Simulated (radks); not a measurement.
Coulomb parameter of the 5d shell of the mercury ion Hg2+ in the model configuration [Xe] 4f14 5d8.5 6s1.5, as a second difference U = [E(n + 0.25) + E(n - 0.25) - 2 E(n)] / (0.25)^2 with all orbitals relaxed. "Bare": the charge of the atom changes with n. "Screened": the 6s shell takes up the change at fixed total charge, which measures U(5d,5d) + U(6s,6s) - 2 U(5d,6s). Calculated with a radial shooting solver on a logarithmic mesh with Libxc functionals: scalar-relativistic Kohn-Sham, SCAN, spin-unpolarised, spherical densities, finite nucleus; meta-GGA in the generalised Kohn-Sham scheme; Fermi nuclear charge, rms radius 5.4648 fm.

case                      configuration  E - E(n) (eV)
start             [Xe] 4f14 5d8.5 6s1.5          0.000
bare +0.25       [Xe] 4f14 5d8.75 6s1.5         -7.926
bare -0.25       [Xe] 4f14 5d8.25 6s1.5          8.776
screened +0.25  [Xe] 4f14 5d8.75 6s1.25         -1.844
screened -0.25  [Xe] 4f14 5d8.25 6s1.75          1.905

U(bare) = 13.600 eV, U(screened by 6s) = 0.973 eV, against the Slater integral F0(5d,5d) = 17.645 eV with frozen orbitals.
